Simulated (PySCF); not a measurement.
C2H9BN2O. Atoms are numbered in the order given.

```xyz
15

B     -0.4341    -0.1114    -0.6522
O     -0.5857    -1.3529    -1.2519
H     -0.3467    -2.0785    -0.6697
N     -1.0963     0.9836    -1.2814
H     -1.6397     0.8228    -2.1188
H     -0.8503     1.9509    -1.1315
N      0.3323     0.0569     0.5535
C      1.2801    -0.9205     1.0344
C      0.3050     1.2775     1.3253
H      2.2948    -0.4875     1.1302
H      1.0023    -1.3244     2.0282
H      1.3635    -1.7644     0.3333
H      0.2129     1.0587     2.4058
H      1.2210     1.8886     1.1928
H     -0.5641     1.8887     1.0437
```
Charge 0, spin multiplicity 1.

Geometry optimised at ωB97X-D3(BJ)/def2-SVP. Other conformers were not sampled.

Calculation: PBE/pcSseg-1 run with PySCF.

GIAO shieldings, no solvent; atoms listed in one row are averaged. δ = σ(ref) − σ: ¹¹B against BF3 (σ = 83.9 ppm); ¹⁷O against H2O (σ = 334.3 ppm); ¹H against TMS (σ = 31.49 ppm); ¹⁵N against NH3 (σ = 267.0 ppm); ¹³C against TMS (σ = 182.0 ppm), references at their B3LYP-D3(BJ)/def2-TZVP geometries, non-relativistic.

```csv
nucleus,atoms,count,δ (ppm)
¹¹B,B1,1,9.3
¹⁷O,O2,1,86.2
¹H,"H10, H11, H12, H13, H14, H15",6,2.85
¹H,H3,1,2.24
¹H,H5,1,1.94
¹H,H6,1,1.56
¹⁵N,N7,1,60.4
¹⁵N,N4,1,53.3
¹³C,C9,1,41.0
¹³C,C8,1,40.0
```
